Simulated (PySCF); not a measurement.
Structure problem from calculated spectra and properties.

Formula: BeCl2.

* UV, first state: lowest singlet excitation: 7.96 eV (156 nm, f = 0.000 summed over 3 states within 0.01 eV) [TDDFT wB97X-D/def2-SVPD]
* NMR, other nuclei: isotropic shieldings of nuclei other than C and H, by class: 95 (1 Be), 951 (2 Cl) ppm [GIAO B3LYP/pcSseg-1]
* Rotational structure: rotational constant B (linear): 2.212 GHz [PBE0-D3(BJ)/def2-SVP]
* Triplet: lowest triplet excitation (Tamm–Dancoff): 7.65 eV [TDA wB97X-D/def2-SVPD]
* XPS: Be1s 122.7, Cl2p3/2 206.6 (×2), Cl1s 2829.2 (×2) eV [ΔSCF SCAN, pcX-2 on the ionised atom, pcseg-1 elsewhere, spin-free X2C, 2p3/2 from a spin–orbit splitting computed afterwards within the 2p shell]
* Polarisability: 40.4 au [wB97X-D/def2-SVPD]
* Dipole: 0.00 D [wB97X-D/def2-SVPD]

The electronic properties come from PySCF, for the isolated species, density fitting. Levels stand in brackets. Isolated species at its PBE0-D3(BJ)/def2-SVP geometry, gas phase. Each NMR value is the plain mean over a class of atoms that symmetry, rotation or inversion makes alike.

Problem. Propose a structure and show how it fits.

Solution. The other shieldings belong to: 95 ppm, beryllium bonded to 2 Cl; 951 ppm, chlorine bonded to Be. The core levels belong to: Be1s 122.7 eV, beryllium bonded to 2 Cl; Cl2p3/2 206.6 eV, chlorine bonded to Be; Cl1s 2829.2 eV, chlorine bonded to Be. The vanishing dipole is forced by symmetry. The optimised geometry has point group D∞h and is a linear rotor. Structure: `[Cl][Be][Cl]`. The assignments are read from this structure; whether some other isomer fits the data as well wasn't checked.
